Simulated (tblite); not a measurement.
Input of a run (GFN2-xTB geometry optimisation, gas phase (tblite 0.8.0)), started from a force field or distance geometry:
```
{"job": {"kind": "relax", "xc": "GFN2-xTB", "basis": "xTB"}, "charge": 0, "multiplicity": 1}
C      2.663300    -0.674700     1.449300
O      2.313400    -0.101900     0.182300
C      0.935700    -0.186400    -0.171600
C      0.569700     0.600600    -1.481300
Si    -0.897700     1.153000    -0.493500
C     -2.500100     0.178800    -0.747100
N     -3.065100    -0.480100     0.305600
O     -2.968100     0.156900    -1.866100
O      0.064900     0.556300     0.733500
H      2.342500    -1.721800     1.493600
H      3.736000    -0.618900     1.575000
H      2.173300    -0.113500     2.259600
H      0.611700    -1.238600    -0.210100
H      0.375500    -0.038300    -2.344800
H      1.279500     1.385000    -1.742800
H     -1.049600     2.628300    -0.345300
H     -2.670700    -0.474200     1.245800
H     -3.923000    -1.004200     0.146000
```

Output (eV, eV/Å):
```
step      E/eV     max force
  0    -816.29092    1.997
  1    -816.42123    0.833
  2    -816.46456    0.650
  3    -816.49002    0.452
  4    -816.51391    0.308
  5    -816.52785    0.371
  6    -816.53850    0.298
  7    -816.55031    0.272
  8    -816.56271    0.319
  9    -816.57332    0.278
 10    -816.58059    0.211
 11    -816.58595    0.195
 12    -816.59112    0.201
 13    -816.59611    0.152
 14    -816.59998    0.153
 15    -816.60311    0.175
 16    -816.60627    0.139
 17    -816.60974    0.166
 18    -816.61375    0.165
 19    -816.61827    0.181
 20    -816.62308    0.209
 21    -816.62751    0.154
 22    -816.63086    0.138
 23    -816.63353    0.132
 24    -816.63618    0.120
 25    -816.63859    0.125
 26    -816.64053    0.103
 27    -816.64204    0.077
 28    -816.64335    0.088
 29    -816.64475    0.087
 30    -816.64645    0.098
 31    -816.64858    0.115
 32    -816.65132    0.157
 33    -816.65482    0.162
 34    -816.65886    0.169
 35    -816.66297    0.215
 36    -816.66766    0.218
 37    -816.67316    0.309
 38    -816.68013    0.269
 39    -816.68744    0.236
 40    -816.69687    0.208
 41    -816.70167    0.229
 42    -816.71094    0.179
 43    -816.70086    1.092
 44    -816.71727    0.119
 45    -816.71907    0.112
 46    -816.72154    0.417
 47    -816.72359    0.203
 48    -816.72730    0.096
 49    -816.73080    0.089
 50    -816.73226    0.122
 51    -816.73350    0.117
 52    -816.73582    0.093
 53    -816.73750    0.133
 54    -816.73839    0.077
 55    -816.73914    0.072
 56    -816.73981    0.066
 57    -816.74104    0.125
 58    -816.74192    0.140
 59    -816.74323    0.121
 60    -816.74454    0.088
 61    -816.74624    0.081
 62    -816.74789    0.086
 63    -816.74924    0.071
 64    -816.75027    0.074
 65    -816.75103    0.216
 66    -816.75237    0.099
 67    -816.75368    0.078
 68    -816.75514    0.075
 69    -816.75567    0.061
 70    -816.75644    0.054
 71    -816.75710    0.060
 72    -816.75757    0.054
 73    -816.75811    0.053
 74    -816.75859    0.060
 75    -816.75914    0.062
 76    -816.75980    0.064
 77    -816.76049    0.061
 78    -816.76106    0.047
 79    -816.76146    0.039
 80    -816.76171    0.040
 81    -816.76191    0.029
 82    -816.76209    0.036
 83    -816.76228    0.034
 84    -816.76250    0.038
 85    -816.76275    0.046
 86    -816.76303    0.036
 87    -816.76335    0.035
 88    -816.76367    0.037
 89    -816.76397    0.035
 90    -816.76425    0.033
 91    -816.76445    0.082
 92    -816.76465    0.027
 93    -816.76479    0.021
 94    -816.76491    0.027
 95    -816.76509    0.028
 96    -816.76535    0.038
 97    -816.76561    0.040
 98    -816.76584    0.041
 99    -816.76606    0.042
100    -816.76632    0.052
101    -816.76662    0.055
102    -816.76693    0.042
103    -816.76723    0.044
104    -816.76753    0.036
105    -816.76792    0.051
106    -816.76843    0.064
107    -816.76901    0.066
108    -816.76956    0.060
109    -816.77002    0.054
110    -816.77029    0.108
111    -816.77055    0.032
112    -816.77069    0.023
113    -816.77081    0.024
114    -816.77090    0.020
115    -816.77097    0.026
116    -816.77101    0.025
117    -816.77104    0.024
118    -816.77108    0.018
119    -816.77113    0.014
120    -816.77117    0.018
121    -816.77121    0.021
122    -816.77126    0.020
123    -816.77130    0.015
124    -816.77133    0.018
125    -816.77136    0.022
126    -816.77137    0.023
127    -816.77139    0.020
128    -816.77140    0.016
129    -816.77142    0.010
130    -816.77145    0.009
```

Problem. Summarise the run.

Solution. The energy falls by 46.4 kJ/mol over 130 L-BFGS steps, the largest force on an atom goes from 2.00 to 0.009 eV/Å, and the atoms move by 0.685 Å rms after alignment. The bond that changes most is C4–Si5 (sp3 carbon bound to silicon to oxygen-bound silicon), which lengthens by 0.056 Å. Bonds longer at the end by more than 0.005 Å: 3 of 18; shorter: 11. Among the angles that change most is C4–Si5–C6, from 116.5° to 122.4°. Among the dihedrals that turn most is C4–Si5–C6–O8, from -60° to -106°. The energy rose by more than 1e-5 eV at step 43. The first step brought 27 % of the lowering.

Problem. What are the final bond lengths?

Solution. C1–O2 1.414 Å, O2–C3 1.377 Å, C3–C4 1.528 Å, C4–Si5 1.909 Å, Si5–C6 1.915 Å, C6–N7 1.350 Å, C6=O8 1.214 Å, Si5–O9 1.669 Å, C3–O9 1.434 Å, C1–H10 1.096 Å, C1–H11 1.087 Å, C1–H12 1.093 Å, C3–H13 1.102 Å, C4–H14 1.085 Å, C4–H15 1.083 Å, Si5–H16 1.458 Å, N7–H17 1.005 Å, N7–H18 1.010 Å. Numbering counts from 1 in the input's order; the species is `C1[Si@H](O[C@@H]1OC)C(=O)N`.

Hardware: Intel Xeon at 2.70 GHz, one thread, no GPU, shared host with 64 logical CPUs at a one-minute load of 9.9. Cost: 1.6 s of wall time.

Its GFN2-xTB frequencies are all real (lowest 38 cm⁻¹). The numbers are those of one conformer.

All values are computed, not measured.
